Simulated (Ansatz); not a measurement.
Geometry optimisation, Ansatz, RKS PBE-D4/def2-SVP.

Input:

```yaml
crystal:
  periodic: [false, false, false]
  atoms:
    - { symbol: C, position_ang: [-1.745, -0.2028, 0.6457] }
    - { symbol: Si, position_ang: [0.0273, -0.1877, 0.9365] }
    - { symbol: Br, position_ang: [0.4836, -1.9851, 2.1342] }
    - { symbol: C, position_ang: [1.0953, -0.2554, -0.6577] }
    - { symbol: "N", position_ang: [0.8372, 0.9243, -1.4997] }
    - { symbol: H, position_ang: [-2.0835, 0.7429, 0.0576] }
    - { symbol: H, position_ang: [-2.3251, -0.136, 1.5788] }
    - { symbol: H, position_ang: [-2.0779, -1.0225, 0.065] }
    - { symbol: H, position_ang: [0.4439, 1.0293, 1.7642] }
    - { symbol: H, position_ang: [2.089, -0.3816, -0.4067] }
    - { symbol: H, position_ang: [0.6968, -1.1424, -1.2089] }
    - { symbol: H, position_ang: [1.3552, 0.8177, -2.3468] }
    - { symbol: H, position_ang: [1.2236, 1.7644, -1.0473] }
basis:
  gaussian: { orbitals: def2-SVP }
hamiltonian:
  xc: pbe
  dispersion: d4
relax:
  f_tol: 0.015
  max_steps: 40
```

Run as:

```bash
$ ansatz run input.yaml --threads 2 --pin off --max-ram 3072MiB --backend cpu --events-out ev --progress --plain --runs-dir out
```

Where does it end, and by what steps?

It converged. The force dipped under the threshold on the way, but the program's further checks kept it going. After 8 steps the energy has fallen by 0.401 eV; H12 moved furthest, 0.27 Å.

```json
{"step": "0", "energy less start (eV)": "0.0000", "largest force component (eV/Å)": "3.486", "accepted": "yes"}
{"step": "1", "energy less start (eV)": "-0.3374", "largest force component (eV/Å)": "1.062", "accepted": "yes"}
{"step": "2", "energy less start (eV)": "-0.2879", "largest force component (eV/Å)": "0.956", "accepted": "no"}
{"step": "3", "energy less start (eV)": "-0.3948", "largest force component (eV/Å)": "0.159", "accepted": "yes"}
{"step": "4", "energy less start (eV)": "-0.3968", "largest force component (eV/Å)": "0.251", "accepted": "yes"}
{"step": "5", "energy less start (eV)": "-0.3984", "largest force component (eV/Å)": "0.083", "accepted": "yes"}
{"step": "6", "energy less start (eV)": "-0.4005", "largest force component (eV/Å)": "0.017", "accepted": "yes"}
{"step": "7", "energy less start (eV)": "-0.4007", "largest force component (eV/Å)": "0.014", "accepted": "yes"}
{"step": "8", "energy less start (eV)": "-0.4008", "largest force component (eV/Å)": "0.008", "accepted": "yes"}
```

```xyz
13
Properties=species:S:1:pos:R:3
C -1.779 -0.173 0.586
Si 0.061 -0.192 0.953
Br 0.576 -1.987 2.232
C 1.075 -0.268 -0.652
N 0.805 0.989 -1.360
H -1.970 0.627 -0.158
H -2.379 0.024 1.497
H -2.102 -1.142 0.155
H 0.470 1.028 1.737
H 2.147 -0.517 -0.456
H 0.665 -1.117 -1.242
H 1.109 0.938 -2.340
H 1.341 1.756 -0.936
```

Whether the end is a true minimum wasn't checked by a vibrational analysis.

The run took 30 s on 2 threads of Arm Neoverse V2, on a shared host, peak memory 0.18 GiB.
